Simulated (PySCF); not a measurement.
Compound: C7H6F3P.
Atom-mapped SMILES: `[CH2:1]=[CH:2][c:3]1[cH:4][pH:5][cH:6][c:7]1[C:8]([F:9])([F:10])[F:11]`

Structure used (GFN2-xTB), in Å, numbered top down from 1:
```
atom  x, y, z in Å
C1     2.6204   -0.8396   -0.2777
C2     1.5448   -0.0928   -0.4953
C3     0.2077   -0.4377   -0.0402
C4    -0.2578   -1.6953    0.1783
P5    -1.9120   -1.7061    0.8754
C6    -2.0128    0.0704    0.5955
C7    -0.8220    0.5629    0.1960
C8    -0.5707    2.0232   -0.0092
F9    -0.3368    2.3318   -1.3010
F10    0.4936    2.4728    0.6796
F11   -1.6109    2.7805    0.3704
H12    3.5908   -0.5451   -0.6364
H13    2.5741   -1.7583    0.2824
H14    1.6403    0.8414   -1.0313
H15    0.3309   -2.5868    0.0532
H16   -2.6091   -2.0783   -0.2744
H17   -2.8777    0.6691    0.8247
```

NICS = −σ at a ghost point: NICS(0) at the centroid of the ring atoms, NICS(1) 1 Å to either side along the normal of their mean plane, zz for the tensor component along that normal. Level: GIAO PBE0/pcSseg-1 (PySCF, non-relativistic, gas phase) on the GFN2-xTB geometry, one conformer.

Ring bond lengths (Å), with Mayer bond orders in brackets: C3–C4 1.359 (1.67), C4–P5 1.795 (1.02), P5–C6 1.801 (1.01), C6–C7 1.349 (1.71), C7–C3 1.455 (1.04).

**Question.** What do the NICS probes read (ppm)?

**Answer.** 
```
          ring                                                           type  NICS(0)  NICS(1), two faces  NICS(1)zz, two faces  rms pucker (Å)  centre to ring atoms, mean (Å)
C3–C4–P5–C6–C7  5-membered ring with P; bonds drawn aromatic by RDKit's count     -5.1         -6.4 / -6.4         -13.6 / -11.2            0.04                            1.31
```

**Question.** What can be read from them?

**Answer.** 
- C3–C4–P5–C6–C7: mean NICS(1)zz -12.4 ppm, shielded. A hydrogen on P5, outside the ring, lies 1.90 Å from a NICS(1) probe.

**Question.** How equal are the bonds by HOMA? Use HOMA with the parameters of Krygowski (1993).

**Answer.** 
- C3–C4–P5–C6–C7: HOMA 0.17; the largest term is that of P5–C6, α(R − Ropt)² = 1.27.

**Question.** What field does 9.4 T along the ring normal induce along that normal at the first NICS(1) probe listed for ring C3–C4–P5–C6–C7, 1 Å off the ring?

**Answer.** NICSzz × B0 = -13.6 ppm × 9.4 T = -128 μT, against the applied field.

**Question.** Give the inner angles of the rings and the Hirshfeld charges of the ring atoms.

**Answer.** 
- C3–C4–P5–C6–C7: C3 111.6° (-0.007 e), C4 112.6° (-0.104 e), P5 89.2° (+0.151 e), C6 110.9° (-0.097 e), C7 114.9° (-0.044 e); sum 539.1° against 540° for a flat convex ring.

Hardware: one thread, Arm Neoverse V1 (aarch64), shared host with 64 logical CPUs at a one-minute load of 7.3. Cost: 48 s of wall time, 1.1 GiB resident at most. This is the whole shielding run at PBE0/pcSseg-1, SCF included.
